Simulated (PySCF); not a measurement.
H12FeO6 (SMILES [OH2]->[Fe+2](<-[OH2])(<-[OH2])(<-[OH2])(<-[OH2])<-[OH2]), charge +2, quintet, geometry from GFN2-xTB (such geometries of metal compounds can be far from the true shape). Base run: DF-HF/def2-SV(P) run with PySCF.

PySCF was given this input:
```python
from pyscf import gto, scf

mol = gto.Mole()
mol.atom = '''
    Fe    0.000000   -0.000000    0.000000
    O    -0.798692    1.921218   -1.090255
    H    -1.604320    1.999455   -1.612140
    H    -0.387585    2.791986   -1.106912
    O     1.858948    1.210841    0.771896
    H     1.927534    1.706370    1.594859
    H     2.708607    1.313419    0.330218
    O     1.193336   -0.600358   -1.932140
    H     1.749449   -1.377380   -2.052538
    H     1.226682   -0.119887   -2.766142
    O    -1.193336    0.600358    1.932140
    H    -1.749449    1.377380    2.052538
    H    -1.226682    0.119887    2.766142
    O    -1.858948   -1.210841   -0.771896
    H    -1.927534   -1.706370   -1.594859
    H    -2.708607   -1.313419   -0.330218
    O     0.798692   -1.921218    1.090255
    H     0.387585   -2.791986    1.106912
    H     1.604320   -1.999455    1.612140
'''
mol.basis = 'def2-sv(p)'
mol.charge = 2
mol.spin = 4
mol.verbose = 4
mol.build()

mf = scf.UHF(mol)
mf = mf.density_fit(auxbasis='def2-universal-jkfit')
mf.kernel()
```

Variants of this job, named by their change:

```tsv
change	ΔE vs base (mEh)	SCF cycles	<S^2>	outcome
base	0.000	26	6.003	converged
init_guess = sap	-17.974	16	6.003	another SCF solution
diis = off (with mf.max_cycle = 100)	-	100	-	not converged
conv_tol_grad = 1e-3	0.000	26	6.003	converged
DIIS = EDIIS	-	50	-	not converged
conv_tol = 1e-4	0.004	20	6.003	converged
damp = 0.5; diis_start_cycle = 5	-0.003	47	6.003	converged
solver = newton; init_guess = 1e	-	-	-	cut at the time limit
level_shift = 0.1 (with mf.max_cycle = 100)	-17.974	60	6.003	another SCF solution
level_shift = 1.0 (with mf.max_cycle = 100)	-17.974	19	6.003	another SCF solution
conv_tol_grad = 1e-7	-	50	-	not converged
diis_space = 2	-17.974	37	6.003	another SCF solution
level_shift = 0.3 (with mf.max_cycle = 100)	-	100	-	not converged
```

A guess, shift, damping, solver or small numerical setting can't move a converged solution much, so rows marked as another SCF solution ended in a different state.

Open shells are given as the SCF converged; they aren't shown to be the lowest states, and a large step between rows can be another state.
